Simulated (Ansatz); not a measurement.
Job for Ansatz (an electronic-structure program): R-BHLYP/def2-TZVPP on C5H6S (SMILES Cc1ccsc1).

Ansatz 0.2 input:
```yaml
crystal:
  periodic: [false, false, false]
  atoms:
    - {symbol: C, position_ang: [-1.73482545, -0.05934226, 0.06889737]}
    - {symbol: C, position_ang: [-0.24934424, 0.13070187, 0.00467177]}
    - {symbol: C, position_ang: [0.69175939, -0.94399486, 0.00820544]}
    - {symbol: C, position_ang: [1.98724518, -0.52482037, -0.05723466]}
    - {symbol: S, position_ang: [2.09143725, 1.18898100, -0.12429202]}
    - {symbol: C, position_ang: [0.37910896, 1.34267537, -0.06389733]}
    - {symbol: H, position_ang: [-2.25649039, 0.89727888, 0.05286998]}
    - {symbol: H, position_ang: [-2.02562821, -0.58617701, 0.98103394]}
    - {symbol: H, position_ang: [-2.09309273, -0.65241997, -0.77609032]}
    - {symbol: H, position_ang: [0.40645413, -1.98590013, 0.05754454]}
    - {symbol: H, position_ang: [2.88146869, -1.12580487, -0.06961437]}
    - {symbol: H, position_ang: [-0.07809257, 2.31882236, -0.08209435]}
basis:
  gaussian:
    orbitals: def2-TZVPP
hamiltonian:
  xc: {name: BHLYP}
scf: {lower_state_search: off}
```

Program output:

```
WARN ansatz: RAYON_NUM_THREADS=6 ignored (pool sized by the plan → 6); use --threads N
Functional definition: BHLYP
these checks for a lower state are left out or cut short: stability, starts, cluster_reference, orbital_swaps, neighbouring_geometries, increment
integrals: 0.26 GiB planned
1794 factors; their error is unknown
mean field: 2.29 GiB planned
mean field evaluation 1: about -16107.4054 eV, gradient 6.2e1 eV
mean field evaluation 2: about -16103.0563 eV, gradient 7.4e1 eV
mean field evaluation 4: about -16116.7366 eV, gradient 4.8e0 eV
mean field evaluation 8: about -16116.7884 eV, gradient 9.6e-2 eV
mean field evaluation 16: about -16116.8397 eV, gradient 2.2e-4 eV
mean field -16116.83974222 eV, -592.2829361401 hartree, gradient 4.1e-6 eV, S^2 0.000000; 0 other end points of the search recorded, 0 dependent functions left out
reference -16116.83992619 eV, -592.2829429010 hartree; 26, 26 occupied and 255, 255 virtual orbitals, 1794 factors
Total energy: -16116.83992619 eV, -592.2829429010 hartree
Checks for a lower state left out: stability, starts, cluster_reference, orbital_swaps, neighbouring_geometries, increment
```

The calculation finished and met its thresholds.

Cost: about 13 core-seconds (a rough figure).
